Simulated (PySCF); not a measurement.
Job file and geometry (Å, from PBE0-D3(BJ)/def2-SVP) of an NMR shielding run on `C[C+]([C@@H](/C(=C/C)C)CC)C`, [C10H19]+, GIAO KT3/pcSseg-1 NMR shielding, non-relativistic, gas phase in PySCF 2.14.0, density-fitted response routines; density fitting, a coarse starting grid and PySCF grid level 2 are the driver's defaults:

```
$ OMP_NUM_THREADS=1 python probes_run.py task.json out

{"job": {"kind": "nmr", "xc": "KT3", "basis": "pcSseg-1", "pop": false}, "charge": 1, "multiplicity": 1}
C      1.208759    -2.248810    -3.236890
C     -0.200136    -1.828553    -3.196804
C     -0.858723    -1.293923    -2.122513
C     -0.157311    -1.053279    -0.813691
C     -2.305228    -0.739841    -2.313808
C     -2.679423    -0.034308    -3.599235
C     -1.976114     1.303769    -3.751954
C     -2.498286    -2.159195    -2.082396
C     -2.880349    -3.109233    -3.172527
C     -2.705060    -2.687066    -0.701393
H      1.733943    -1.671302    -4.019102
H      1.271800    -3.298489    -3.574089
H      1.742435    -2.136279    -2.286841
H     -0.753516    -1.952767    -4.132046
H      0.708945    -0.395763    -0.983608
H     -0.801703    -0.543053    -0.088308
H      0.212037    -1.981644    -0.354232
H     -2.523328    -0.126419    -1.430049
H     -2.485748    -0.669538    -4.476202
H     -3.772678     0.110204    -3.575474
H     -2.195739     1.972646    -2.906105
H     -0.883028     1.182413    -3.809450
H     -2.302052     1.812618    -4.669356
H     -2.690979    -2.746073    -4.187299
H     -2.425154    -4.099727    -3.035923
H     -3.972498    -3.243860    -3.081474
H     -2.181615    -3.641308    -0.544611
H     -2.442060    -1.979042     0.091028
H     -3.784779    -2.899959    -0.608122
```

**Question.** What does the program print?

**Answer.** 
```
coarse grid: 22640 points
cycle   1  E = -398.5106037836  dE =  8.171e-01  |g| = 6.375e-01  |ddm| = 4.733e+00
cycle   2  E = -398.4067386587  dE =  1.039e-01  |g| = 8.983e-01  |ddm| = 1.523e+00
cycle   3  E = -398.6122309201  dE = -2.055e-01  |g| = 1.620e-01  |ddm| = 9.290e-01
cycle   4  E = -398.6180080012  dE = -5.777e-03  |g| = 7.783e-02  |ddm| = 2.606e-01
cycle   5  E = -398.6197009276  dE = -1.693e-03  |g| = 2.238e-02  |ddm| = 1.055e-01
cycle   6  E = -398.6198324347  dE = -1.315e-04  |g| = 6.472e-03  |ddm| = 3.006e-02
cycle   7  E = -398.6198420689  dE = -9.634e-06  |g| = 2.309e-03  |ddm| = 7.574e-03
final grid: 214152 points
cycle   8  E = -398.6143010251  dE = -4.125e-04  |g| = 7.530e-03  |ddm| = 1.210e-01
cycle   9  E = -398.6142647660  dE =  3.626e-05  |g| = 1.371e-02  |ddm| = 2.699e-02
cycle  10  E = -398.6143148546  dE = -5.009e-05  |g| = 1.367e-03  |ddm| = 1.944e-02
cycle  11  E = -398.6143151661  dE = -3.115e-07  |g| = 8.412e-04  |ddm| = 2.281e-03
cycle  12  E = -398.6143153516  dE = -1.854e-07  |g| = 1.666e-04  |ddm| = 1.063e-03
cycle  13  E = -398.6143153562  dE = -4.657e-09  |g| = 9.840e-05  |ddm| = 2.739e-04
cycle  14  E = -398.6143153589  dE = -2.669e-09  |g| = 3.105e-05  |ddm| = 1.370e-04
cycle  15  E = -398.6143153592  dE = -2.697e-10  |g| = 4.705e-06  |ddm| = 3.591e-05
converged SCF energy = -398.6143153592

GIAO shielding tensors (ppm)
atom      isotropic    diamagn.    paramagn.     s11        s22        s33       span
  0 C      153.240     253.608    -100.368    121.230    168.515    169.977     48.747
  1 C      -19.733     259.194    -278.927   -168.761    -45.130    154.693    323.454
  2 C       84.420     260.871    -176.451      1.919    103.350    147.991    146.071
  3 C      162.143     256.752     -94.609    147.059    158.598    180.770     33.711
  4 C       98.826     250.938    -152.111     70.090    101.031    125.358     55.268
  5 C      153.548     248.769     -95.220    144.360    149.795    166.491     22.131
  6 C      169.170     250.495     -81.325    158.904    164.233    184.372     25.468
  7 C       28.978     271.530    -242.551    -42.391    -20.807    150.133    192.524
  8 C      156.583     240.546     -83.963    138.667    155.876    175.206     36.540
  9 C      149.791     249.304     -99.513    133.296    140.285    175.791     42.494
 10 H       28.466      27.760       0.706     24.927     25.907     34.564      9.637
 11 H       28.688      25.200       3.488     25.100     26.489     34.474      9.375
 12 H       28.359      35.118      -6.759     24.084     29.328     31.666      7.582
 13 H       23.433      38.073     -14.640     16.552     22.619     31.129     14.577
 14 H       28.729      37.753      -9.024     24.887     26.608     34.693      9.806
 15 H       29.876      37.435      -7.559     25.928     29.001     34.700      8.772
 16 H       29.160      36.579      -7.419     26.171     26.303     35.007      8.836
 17 H       27.379      36.343      -8.964     23.395     29.276     29.466      6.071
 18 H       29.405      33.442      -4.038     24.455     30.227     33.532      9.077
 19 H       29.111      27.172       1.938     24.017     28.211     35.104     11.086
 20 H       30.035      33.401      -3.366     25.940     27.944     36.221     10.282
 21 H       30.478      35.170      -4.692     25.891     30.710     34.832      8.940
 22 H       29.663      25.144       4.518     25.016     26.562     37.409     12.393
 23 H       28.713      29.717      -1.004     24.324     28.993     32.823      8.500
 24 H       28.881      25.220       3.662     25.896     26.946     33.802      7.906
 25 H       29.117      21.866       7.251     25.433     26.115     35.804     10.371
 26 H       28.894      30.940      -2.047     26.215     26.406     34.061      7.846
 27 H       28.999      33.308      -4.309     24.480     29.466     33.052      8.572
 28 H       28.914      27.660       1.254     25.135     26.324     35.284     10.149
```

Size and cost of the density-fitted run: 265 basis functions, 2.8 min wall time on 1 thread of an Arm Neoverse N1, shared host; peak memory 1 GiB.
